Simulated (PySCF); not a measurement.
PySCF input for C₄H₈OSi, SMILES C1(/CCO1)=C/[SiH3], ωB97X-D3(BJ)/def2-SVP. The structure is a stationary point at ωB97X-D3(BJ)/def2-SVP. The structure was generated by enumeration; whether it is a known compound was not checked.

```python
import numpy as np
from pyscf import gto, scf, dft, df
from pyscf.hessian import thermo

mol = gto.M(
    atom='''
    Si    0.18154871    2.28490735   -0.00000000
    C    -0.84499419    0.74098717    0.00000000
    C    -0.30255494   -0.48102323   -0.00000000
    C     1.08323047   -1.09738491    0.00000000
    C     0.29612042   -2.42163644    0.00000000
    O    -0.95131013   -1.68866703    0.00000000
    H     1.62792928    1.90672648    0.00000000
    H    -0.08239596    3.13109176   -1.20326759
    H    -0.08239595    3.13109176    1.20326759
    H    -1.94044850    0.78383765    0.00000000
    H     1.68373339   -0.89333219   -0.89778906
    H     1.68373340   -0.89333220    0.89778906
    H     0.39391641   -3.04555270   -0.90198125
    H     0.39391641   -3.04555270    0.90198124
    ''',
    basis='def2-SVP',
    charge=0,
    spin=0,
    max_memory=1600,
    verbose=3,
)
mf = dft.RKS(mol, xc='wb97x-d3bj').density_fit(auxbasis='def2-universal-jkfit')
mf.grids.level = 3
mf.conv_tol = 1e-11
mf.max_cycle = 100
mf.kernel()

# [left out here: the lines that compute and print the analytic Hessian (its translational invariance restored by hand, since the grid's response is missing), thermochemistry and intensities]
```

Log of the run:

```
converged SCF energy = -521.760274493534

WARN: DFTD3 does not support analytical Hessian, using finite difference


WARN: Mole.unit (angstrom) is changed to Bohr

Mode                                 0                   1                   2
Irrep
Freq [cm^-1]                       91.7560            119.1602            151.0838
Reduced mass [au]                   1.0845              2.0491              3.6569
Force const [Dyne/A]                0.0054              0.0171              0.0492
Char temp [K]                     132.0164            171.4450            217.3760
Normal mode                   x     y     z       x     y     z       x     y     z
       0  Si                -0.00  0.00 -0.01    0.00 -0.00 -0.05    0.05 -0.09  0.00
       1   C                 0.00  0.00  0.04   -0.00  0.00  0.05   -0.10  0.01  0.00
       2   C                 0.00 -0.00  0.02   -0.00  0.00  0.08   -0.07  0.02 -0.00
       3   C                 0.00 -0.00 -0.03   -0.00  0.00  0.12   -0.03  0.12 -0.00
       4   C                 0.00 -0.00 -0.05    0.00  0.00 -0.13    0.06  0.07  0.00
       5   O                -0.00 -0.00  0.03    0.00 -0.00  0.01    0.01 -0.02 -0.00
       6   H                -0.00  0.00  0.53    0.00 -0.00 -0.17    0.00 -0.26  0.00
       7   H                 0.39 -0.27 -0.28   -0.12 -0.03 -0.04    0.16 -0.06 -0.00
       8   H                -0.39  0.27 -0.28    0.12  0.03 -0.04    0.16 -0.06  0.00
       9   H                 0.00  0.00  0.05   -0.00  0.00 -0.01   -0.10  0.04  0.00
      10   H                -0.02  0.03 -0.03    0.11  0.13  0.23   -0.05  0.16  0.00
      11   H                 0.02 -0.03 -0.03   -0.11 -0.13  0.23   -0.05  0.16 -0.00
      12   H                -0.04  0.04 -0.08   -0.00  0.19 -0.27    0.10  0.08 -0.00
      13   H                 0.04 -0.04 -0.08    0.00 -0.19 -0.27    0.10  0.08  0.00
Mode                                 3                   4                   5
Irrep
[...]
      11   H                 0.39 -0.27 -0.07   -0.03 -0.07  0.01   -0.05  0.16 -0.01
      12   H                -0.05 -0.22  0.08   -0.13  0.02 -0.01    0.58 -0.21  0.10
      13   H                 0.05  0.22  0.08   -0.13  0.02  0.01   -0.58  0.21  0.10
Mode                                21                  22                  23
Irrep
Freq [cm^-1]                     1204.0487           1239.2292           1286.2754
Reduced mass [au]                   1.1832              1.4867              1.8660
Force const [Dyne/A]                1.0107              1.3452              1.8190
Char temp [K]                    1732.3580           1782.9749           1850.6639
Normal mode                   x     y     z       x     y     z       x     y     z
       0  Si                 0.00 -0.00 -0.00   -0.00 -0.01  0.00   -0.00 -0.01  0.00
       1   C                -0.00  0.00  0.00    0.05  0.03  0.00    0.04  0.08 -0.00
       2   C                 0.00  0.00 -0.02   -0.08 -0.00 -0.00   -0.11 -0.01 -0.00
       3   C                 0.00 -0.00 -0.07   -0.02  0.13 -0.00    0.05 -0.11  0.00
       4   C                 0.00  0.00  0.09    0.04 -0.03  0.00    0.06  0.05 -0.00
       5   O                -0.00 -0.00  0.00    0.01  0.00  0.00    0.02 -0.00  0.00
       6   H                 0.00  0.00  0.01    0.00  0.03  0.00    0.01  0.03  0.00
       7   H                -0.00  0.00 -0.00    0.01  0.00  0.01   -0.01 -0.01  0.00
       8   H                 0.00 -0.00 -0.00    0.01  0.00 -0.01   -0.01 -0.01 -0.00
       9   H                -0.00 -0.00  0.02    0.03 -0.35 -0.00    0.01 -0.43 -0.00
      10   H                -0.02  0.50  0.02    0.19 -0.43  0.02   -0.08  0.24 -0.01
      11   H                 0.02 -0.50  0.02    0.19 -0.43 -0.02   -0.08  0.24  0.01
      12   H                 0.33  0.25 -0.04   -0.18 -0.09  0.01   -0.30 -0.00  0.01
      13   H                -0.33 -0.25 -0.04   -0.18 -0.09 -0.01   -0.30 -0.00 -0.01
Mode                                24                  25                  26
Irrep
Freq [cm^-1]                     1389.4634           1454.0451           1513.9407
Reduced mass [au]                   1.8673              1.1560              1.1222
Force const [Dyne/A]                2.1240              1.4400              1.5154
Char temp [K]                    1999.1285           2092.0471           2178.2235
Normal mode                   x     y     z       x     y     z       x     y     z
       0  Si                -0.00 -0.00 -0.00   -0.00 -0.00  0.00    0.00 -0.00 -0.00
       1   C                 0.04  0.02  0.00    0.00  0.02 -0.00   -0.01  0.02 -0.00
       2   C                -0.12 -0.04  0.00   -0.02 -0.01 -0.00    0.02 -0.01 -0.00
       3   C                 0.04 -0.01 -0.00    0.09  0.04  0.00    0.01  0.02 -0.00
       4   C                -0.11 -0.05  0.00   -0.02 -0.01 -0.00    0.02 -0.09  0.00
       5   O                 0.05  0.05 -0.00    0.00  0.01 -0.00   -0.00 -0.01  0.00
       6   H                -0.00  0.00 -0.00   -0.00  0.00  0.00    0.00  0.00 -0.00
       7   H                 0.00 -0.00  0.00    0.00 -0.00 -0.00   -0.01 -0.00 -0.00
       8   H                 0.00 -0.00 -0.00    0.00 -0.00  0.00   -0.01 -0.00  0.00
       9   H                 0.02 -0.22  0.00   -0.00 -0.05  0.00   -0.01 -0.00  0.00
      10   H                 0.13  0.06  0.07   -0.46 -0.17 -0.40   -0.09 -0.05 -0.08
      11   H                 0.13  0.06 -0.07   -0.46 -0.17  0.40   -0.09 -0.05  0.08
      12   H                 0.43  0.11 -0.05    0.11 -0.10  0.07   -0.13  0.50 -0.40
      13   H                 0.43  0.11  0.05    0.11 -0.10 -0.07   -0.13  0.50  0.40
Mode                                27                  28                  29
Irrep
Freq [cm^-1]                     1786.6915           2234.8239           2239.9854
Reduced mass [au]                   9.9346              1.0503              1.0476
Force const [Dyne/A]               18.6853              3.0905              3.0971
Char temp [K]                    2570.6512           3215.4139           3222.8402
Normal mode                   x     y     z       x     y     z       x     y     z
       0  Si                 0.00 -0.00  0.00    0.00 -0.00 -0.04    0.03 -0.02  0.00
       1   C                -0.05  0.16 -0.00    0.00 -0.00 -0.00    0.00 -0.00 -0.00
       2   C                 0.09 -0.20  0.00   -0.00  0.00 -0.00    0.00 -0.00 -0.00
       3   C                -0.03  0.02 -0.00    0.00 -0.00 -0.00   -0.00 -0.00  0.00
       4   C                -0.01  0.02 -0.00   -0.00  0.00  0.00    0.00  0.00 -0.00
       5   O                 0.00  0.02 -0.00   -0.00 -0.00  0.00   -0.00  0.00 -0.00
       6   H                 0.01  0.01  0.00   -0.00  0.00 -0.02   -0.89  0.23  0.00
       7   H                -0.02 -0.01 -0.02    0.13 -0.40  0.55   -0.03  0.12 -0.18
       8   H                -0.02 -0.01  0.02   -0.13  0.40  0.55   -0.03  0.12  0.18
       9   H                -0.09 -0.05 -0.00    0.00 -0.00 -0.00    0.00  0.00 -0.00
      10   H                 0.02 -0.01  0.03   -0.00  0.00  0.00    0.00  0.00 -0.00
      11   H                 0.02 -0.01 -0.03    0.00 -0.00  0.00    0.00  0.00  0.00
      12   H                 0.02 -0.02  0.04   -0.00  0.00 -0.00   -0.00 -0.00  0.00
      13   H                 0.02 -0.02 -0.04    0.00 -0.00 -0.00   -0.00 -0.00 -0.00
Mode                                30                  31                  32
Irrep
Freq [cm^-1]                     2245.7477           3097.8298           3123.0727
Reduced mass [au]                   1.0227              1.0585              1.0636
Force const [Dyne/A]                3.0388              5.9851              6.1123
Char temp [K]                    3231.1310           4457.0874           4493.4063
Normal mode                   x     y     z       x     y     z       x     y     z
       0  Si                -0.00 -0.02  0.00    0.00  0.00  0.00    0.00 -0.00 -0.00
       1   C                 0.00 -0.00 -0.00   -0.00 -0.00 -0.00    0.00 -0.00  0.00
       2   C                -0.00  0.01 -0.00    0.00  0.00 -0.00   -0.00  0.00  0.00
       3   C                 0.00 -0.00  0.00   -0.01 -0.00  0.00    0.06  0.02 -0.00
       4   C                -0.00 -0.00  0.00    0.01 -0.06 -0.00   -0.00 -0.01 -0.00
       5   O                -0.00 -0.00 -0.00    0.00 -0.00 -0.00   -0.00 -0.00  0.00
       6   H                 0.31 -0.09  0.00   -0.00 -0.00  0.00   -0.00  0.00 -0.00
       7   H                -0.12  0.36 -0.54   -0.00 -0.00  0.00   -0.00 -0.00 -0.00
       8   H                -0.12  0.36  0.54   -0.00 -0.00 -0.00   -0.00 -0.00  0.00
       9   H                 0.00 -0.01 -0.00    0.00  0.00 -0.00   -0.01 -0.00  0.00
      10   H                 0.00 -0.00 -0.00    0.05  0.01 -0.07   -0.36 -0.12  0.56
      11   H                 0.00 -0.00  0.00    0.05  0.01  0.07   -0.36 -0.12 -0.56
      12   H                 0.00 -0.00  0.00   -0.06  0.37  0.57   -0.01  0.05  0.07
      13   H                 0.00 -0.00 -0.00   -0.06  0.37 -0.57   -0.01  0.05 -0.07
Mode                                33                  34                  35
Irrep
Freq [cm^-1]                     3165.7106           3190.5566           3199.4003
Reduced mass [au]                   1.1162              1.1106              1.0895
Force const [Dyne/A]                6.5905              6.6609              6.5709
Char temp [K]                    4554.7527           4590.5006           4603.2246
Normal mode                   x     y     z       x     y     z       x     y     z
       0  Si                -0.00 -0.00  0.00   -0.00 -0.00  0.00   -0.00 -0.00  0.00
       1   C                -0.00 -0.00  0.00    0.00 -0.00 -0.00    0.08 -0.01 -0.00
       2   C                 0.00  0.00  0.00   -0.00  0.00 -0.00   -0.00  0.01 -0.00
       3   C                -0.00  0.00 -0.02    0.00  0.00  0.09   -0.00 -0.00 -0.00
       4   C                 0.00 -0.00  0.09    0.00 -0.00  0.02    0.00 -0.00  0.00
       5   O                 0.00 -0.00 -0.00   -0.00 -0.00  0.00    0.00 -0.00 -0.00
       6   H                -0.00  0.00  0.00   -0.00 -0.00 -0.00   -0.00 -0.00  0.00
       7   H                -0.00  0.00 -0.00    0.00 -0.00  0.00    0.00  0.00 -0.00
       8   H                 0.00 -0.00 -0.00   -0.00  0.00  0.00    0.00  0.00  0.00
       9   H                 0.00 -0.00 -0.00   -0.00  0.00  0.00   -0.95  0.04 -0.00
      10   H                -0.08 -0.03  0.13    0.36  0.12 -0.53    0.00  0.00 -0.01
      11   H                 0.08  0.03  0.13   -0.36 -0.12 -0.53    0.00  0.00  0.01
      12   H                 0.05 -0.36 -0.53    0.01 -0.09 -0.13   -0.00  0.00  0.00
      13   H                -0.05  0.36 -0.53   -0.01  0.09 -0.13   -0.00  0.00 -0.00
temperature 298.1500 [K]
pressure 101325.00 [Pa]
Rotational constants [GHz] 8.60627 1.49910 1.31789
Symmetry number 1
Zero-point energy (ZPE) 0.10838 [Eh]   284546.479 [J/mol]
                           tot       elec      trans        rot        vib
Entropy [J/mol/K]       347.065      0.000    166.204    114.383     66.478
Cv [J/mol/K]            104.222      0.000     12.472     12.472     79.278
Cp [J/mol/K]            112.536      0.000     20.786     12.472     79.278
Internal energy [J/mol]                      3718.434   3718.434 295559.202
Internal energy [Eh]   -521.64487  -521.76027
Enthalpy [J/mol]                             6197.391   3718.434 295559.202
Enthalpy [Eh]          -521.64393
Gibbs free energy [J/mol]                  -43356.332 -30384.896 275738.839
Gibbs free energy [Eh] -521.68334
mode   freq/cm-1   IR/(km/mol)
   1       91.76         0.417
   2      119.16         0.316
   3      151.08         0.784
   4      189.88         0.755
   5      397.99        16.915
   6      474.62         1.676
   7      578.32        17.320
   8      664.98        21.984
   9      767.24        16.747
  10      797.58         0.000
  11      836.57        83.231
  12      843.56        24.743
  13      927.57        67.093
  14      957.67       302.359
  15      958.37        45.559
  16      982.08       108.903
  17     1008.91        30.186
  18     1062.84        72.096
  19     1063.01         0.596
  20     1155.21        85.657
  21     1173.22         1.267
  22     1204.05         0.664
  23     1239.23        19.314
  24     1286.28        27.983
  25     1389.46        25.411
  26     1454.05        14.179
  27     1513.94         6.237
  28     1786.69       424.463
  29     2234.82       145.184
  30     2239.99       124.706
  31     2245.75       116.055
  32     3097.83        56.257
  33     3123.07         4.066
  34     3165.71        15.883
  35     3190.56         5.451
  36     3199.40         1.338
max |gradient| / (hartree/bohr): 3.142344467119113e-05
APT charges: [ 1.206  -0.7373  0.8009 -0.0163  0.4799 -0.8735 -0.2725 -0.2955 -0.2955
  0.0496  0.0154  0.0154 -0.0383 -0.0383]
```

The calculation finished and met its thresholds.

Cost: very roughly 6 core-minutes.
